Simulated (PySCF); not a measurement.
A calculated (UHF, PySCF 2.14, cc-pVTZ-DK, the spin-free X2C one-electron Hamiltonian (Gaussian nucleus)) atom or ion has these occupied shells.

```csv
shell,electrons,orbital energy (eV),"rms radius, mean of both spins (bohr)"
1s α,1,-6064.3,0.0734
1s β,1,-6064.3,0.0734
2s α,1,-746.97,0.316
2s β,1,-744.46,0.316
2p α,3,-628.31,0.287
2p β,3,-625.76,0.287
3s α,1,-117.68,0.965
3s β,1,-109.28,0.965
3p α,3,-83.586,1.04
3p β,3,-73.301,1.04
3d α,4,-32.420,1.33
```

Task: Name the element and its charge.

Result: Cr²⁺ (chromium, charge +2), in [Ar] 3d4, high-spin 5D determinant.
